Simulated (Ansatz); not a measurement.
`[CH3][Al-]([Cl])([Cl])[SeH2+]`, relaxed with RKS PBE0-D4/def2-TZVP in Ansatz from a PBE-D4/def2-SVP geometry. The force threshold is 0.005 eV/Å; the program also tests the step.

Charge 0, multiplicity 1.

Start:

```xyz
10

C     0.173    1.435    0.325
Al    0.289   -0.431    0.889
Cl    2.208   -1.374    1.018
Cl   -1.214   -1.232    2.190
Se   -0.509   -1.807   -1.250
H     0.483    2.103    1.156
H     0.840    1.651   -0.534
H    -0.863    1.719    0.045
H     0.298   -1.081   -2.267
H    -1.705   -0.983   -1.572
```

**Question.** By how much does the energy fall, and how many steps does the optimiser take? (Best estimate.)

**Answer.** Ansatz gave: 0.03 eV, in 5 steps.

**Question.** Which bonds change most? (Estimate.)

**Answer.** The calculation gave: Al2–Cl4 from 2.143 to 2.123 Å; Al2–Cl3 from 2.142 to 2.123 Å; Se5–H9 from 1.488 to 1.470 Å; Se5–H10 from 1.488 to 1.470 Å.

**Question.** Give the relaxed structure. (Estimate.)

**Answer.** Computed: 
```xyz
10

C     0.175    1.435    0.332
Al    0.279   -0.428    0.863
Cl    2.187   -1.348    1.001
Cl   -1.206   -1.204    2.168
Se   -0.509   -1.813   -1.254
H     0.487    2.078    1.161
H     0.833    1.655   -0.513
H    -0.844    1.726    0.063
H     0.296   -1.095   -2.253
H    -1.698   -1.007   -1.569
```
